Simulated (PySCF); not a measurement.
## ECD: SMILES CB(C)C(F)=C=CF, C5H7BF2

Molfile (atoms numbered from 1):
```
C5H7BF2
     RDKit          3D

 15 14  0  0  0  0  0  0  0  0999 V2000
   -0.7777    1.2210    0.6838 C   0  0  0  0  0  0  0  0  0  0  0  0
   -0.7358   -0.1163   -0.1260 B   0  0  0  0  0  0  0  0  0  0  0  0
   -2.0310   -0.8870   -0.5480 C   0  0  0  0  0  0  0  0  0  0  0  0
    0.6480   -0.7420   -0.5457 C   0  0  0  0  0  0  0  0  0  0  0  0
    0.6050   -1.8298   -1.3384 F   0  0  0  0  0  0  0  0  0  0  0  0
    1.8192   -0.2781   -0.1510 C   0  0  0  0  0  0  0  0  0  0  0  0
    2.9356    0.2749    0.2475 C   0  0  0  0  0  0  0  0  0  0  0  0
    3.5553   -0.0454    1.3814 F   0  0  0  0  0  0  0  0  0  0  0  0
    0.1719    1.5204    1.1490 H   0  0  0  0  0  0  0  0  0  0  0  0
   -1.5788    1.2177    1.4400 H   0  0  0  0  0  0  0  0  0  0  0  0
   -1.0587    2.0138   -0.0366 H   0  0  0  0  0  0  0  0  0  0  0  0
   -2.9563   -0.3000   -0.4599 H   0  0  0  0  0  0  0  0  0  0  0  0
   -1.9566   -1.3334   -1.5514 H   0  0  0  0  0  0  0  0  0  0  0  0
   -2.1196   -1.7471    0.1447 H   0  0  0  0  0  0  0  0  0  0  0  0
    3.4633    1.0486   -0.3216 H   0  0  0  0  0  0  0  0  0  0  0  0
  1  2  1  0
  2  3  1  0
  2  4  1  0
  4  5  1  0
  4  6  2  0
  6  7  2  0
  7  8  1  0
  1  9  1  0
  1 10  1  0
  1 11  1  0
  3 12  1  0
  3 13  1  0
  3 14  1  0
  7 15  1  0
M  END
```

Level of theory: PySCF, TDDFT CAM-B3LYP/aug-cc-pVDZ circular dichroism and optical rotation, one conformer, gas phase. Geometry: PBE0-D3(BJ)/def2-SVP.

No stereocentre is labelled: unless the shape is locked (an allene, a helicene, a hindered biaryl), the mirror image is equally populated and a measured rotation or CD is zero.

(1) List the lowest 12 singlet excitations with oscillator and rotatory strengths.

Results:

(1) Rotatory strengths R in 10⁻⁴⁰ esu² cm², velocity form and length form (origin at the centre of mass); f in length form.
| state | E (eV) | λ (nm) | f | R (velocity) | R (length) | main |
| --- | --- | --- | --- | --- | --- | --- |
| 1 | 4.55 | 273 | 0.0005 | +3.4 | +3.4 | HOMO→LUMO 0.95 |
| 2 | 5.73 | 216 | 0.254 | +59.7 | +60.5 | HOMO−1→LUMO 0.87 |
| 3 | 5.91 | 210 | 0.025 | -88.0 | -88.5 | HOMO−1→LUMO+3 0.37, HOMO−1→LUMO+5 0.15 |
| 4 | 6.00 | 207 | 0.012 | +45.8 | +46.0 | HOMO−2→LUMO 0.87 |
| 5 | 6.16 | 201 | 0.0006 | -3.5 | -3.7 | HOMO−3→LUMO 0.90 |
| 6 | 6.96 | 178 | 0.213 | +6.5 | +6.6 | HOMO→LUMO+1 0.59, HOMO→LUMO+3 0.23 |
| 7 | 7.26 | 171 | 0.265 | -25.0 | -25.2 | HOMO→LUMO+2 0.50, HOMO→LUMO+5 0.19 |
| 8 | 7.34 | 169 | 0.015 | -10.4 | -10.6 | HOMO−1→LUMO+1 0.58, HOMO−1→LUMO+2 0.12 |
| 9 | 7.72 | 161 | 0.0007 | -0.6 | -0.5 | HOMO→LUMO+4 0.30, HOMO→LUMO+7 0.19 |
| 10 | 7.85 | 158 | 0.004 | +5.7 | +6.4 | HOMO→LUMO+1 0.16, HOMO→LUMO+3 0.15 |
| 11 | 7.96 | 156 | 0.002 | +3.4 | +3.6 | HOMO−1→LUMO+2 0.62, HOMO−1→LUMO+3 0.09 |
| 12 | 8.08 | 153 | 0.011 | -3.4 | -3.4 | HOMO→LUMO+5 0.39, HOMO→LUMO+3 0.18 |

Among the states computed, the strongest CD band (largest |R|) is state 3. The largest dissymmetry factor in size, g = 4R/(D+G), with D and G the electric and magnetic dipole strengths, is -0.067 for state 5 (velocity form, f = 0.0005), among bands with |R| over 0.5. The mirror image has the same energies and oscillator strengths and all R with the opposite sign.
